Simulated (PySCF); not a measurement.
Isomers of C4H14OSi2, from PBE0-D3(BJ)/def2-SVP geometry optimisation, gas phase (PySCF 2.14.0). One conformer each, no zero-point energy, no frequencies.

Task: Which is lowest in electronic energy at this level?
A. `[CH3:1][C:2]([CH3:3])([CH3:4])[SiH2:5][O:6][SiH3:7]` with C2–Si5–O6–Si7 -61°: A = 2982, B = 984.0, C = 907.6 MHz, dipole 1.06 D
B. `[CH3:1][SiH:2]([CH3:3])[O:4][SiH:5]([CH3:6])[CH3:7]` with C1–Si2–O4–Si5 71°, Si2–O4–Si5–C6 -41°: A = 2397, B = 1106, C = 940.2 MHz, dipole 1.68 D
C. `[CH3:1][CH:2]([CH3:3])[O:4][SiH2:5][CH2:6][SiH3:7]` with C1–C2–O4–Si5 -84°, C2–O4–Si5–C6 -164°, O4–Si5–C6–Si7 38°: A = 2762, B = 937.4, C = 746.5 MHz, dipole 1.02 D

Result: B. That is `C[SiH](C)O[SiH](C)C`, 33.5 kcal/mol below the next.

```csv
SMILES,mapped SMILES,E (Eh),relative (kcal/mol),relative (kJ/mol),dipole (D)
C[SiH](C)O[SiH](C)C,[CH3:1][SiH:2]([CH3:3])[O:4][SiH:5]([CH3:6])[CH3:7],-814.32862,0.0,0.0,1.68
CC(C)(C)[SiH2]O[SiH3],[CH3:1][C:2]([CH3:3])([CH3:4])[SiH2:5][O:6][SiH3:7],-814.27523,33.5,140.2,1.06
CC(C)O[SiH2]C[SiH3],[CH3:1][CH:2]([CH3:3])[O:4][SiH2:5][CH2:6][SiH3:7],-814.23987,55.7,233.0,1.02
```
